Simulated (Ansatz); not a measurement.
C2H4F2OSi, SMILES `OC1[SiH2]C1(F)F`, relaxed with RKS PBE-D4/def2-SVP in Ansatz 0.2.0 from a rough embedded geometry. The force threshold is 0.03 eV/Å; the program also tests the step.

Charge 0, multiplicity 1.

Start:

```xyz
10

O    -1.367   -0.605   -1.158
C    -0.384   -0.844   -0.062
Si    1.191    0.793   -0.159
C    -0.061    0.217    0.827
F    -1.144    1.089    1.182
F     0.298   -0.204    2.169
H    -2.129   -0.123   -0.769
H     0.295   -1.680   -0.224
H     2.463   -0.080   -0.349
H     0.838    1.436   -1.457
```

| step | energy (eV) | largest force (eV/Å) | largest move (Å) |
| --- | --- | --- | --- |
| 1 | -17470.0304 | 7.514 | 0.000 |
| 2 | -17470.9773 | 3.685 | 0.161 |
| 3 | -17471.3713 | 1.939 | 0.200 |
| 4 | -17471.5339 | 0.661 | 0.130 |
| 5 | -17471.7011 | 1.613 | 0.200 |
| 6 (rejected) | -17471.6597 | 1.485 | 0.195 |
| 7 | -17471.7975 | 0.473 | 0.096 |
| 8 | -17471.8192 | 0.225 | 0.044 |
| 9 | -17471.8292 | 0.130 | 0.054 |
| 10 | -17471.8309 | 0.098 | 0.014 |
| 11 | -17471.8345 | 0.072 | 0.043 |
| 12 | -17471.8362 | 0.075 | 0.045 |
| 13 | -17471.8371 | 0.045 | 0.028 |
| 14 | -17471.8373 | 0.034 | 0.013 |
| 15 | -17471.8375 | 0.018 | 0.012 |

End:

```xyz
10

O    -1.499   -0.867   -0.900
C    -0.274   -0.760   -0.256
Si    1.166    0.539   -0.498
C    -0.088    0.203    0.902
F    -1.134    1.107    0.940
F     0.128   -0.285    2.149
H    -1.995   -0.052   -0.679
H     0.170   -1.754   -0.040
H     2.574    0.043   -0.388
H     0.953    1.826   -1.230
```

Hardware: 4 threads of an Arm Neoverse V1 on a shared host. Wall time 22 s, peak host memory 0.16 GiB.
